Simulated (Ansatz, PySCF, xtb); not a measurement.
Pair of molecules: C2H2 (SMILES C#C) (first 4 atoms) with H2S (SMILES S); geometry from B3LYP-D3(BJ)/def2-TZVP, rigid monomers moved along the line of their centres of mass till C2···H7 is 3.04 Å.
(charge 0, multiplicity 1):
```xyz
7

C     -0.5123     0.7521     0.1693
C     -0.5379    -0.4381     0.0418
H     -0.4887     1.8089     0.2820
H     -0.5590    -1.4951    -0.0700
S      1.1328    -0.4014     4.0639
H     -0.1209    -0.4168     4.5438
H      0.7107    -0.2039     2.8029
```

Interaction energies are E(AB) − E(A) − E(B) at the monomers' geometry in the complex; basis-set methods are counterpoise corrected.

The values were computed with Ansatz (a quantum-chemistry and plane-wave program); PySCF for the dispersion terms; xtb for the GFN methods. Each number belongs to the level named beside it.

Problem. One of these levels gives -1.08 kcal/mol for the interaction energy. Which?
A) GFN-FF
B) GFN1-xTB
C) PBE0-D3(BJ)/def2-TZVPPD

Solution. A, GFN-FF. The others give -0.71 (GFN1-xTB), -1.69 (PBE0-D3(BJ)/def2-TZVPPD)
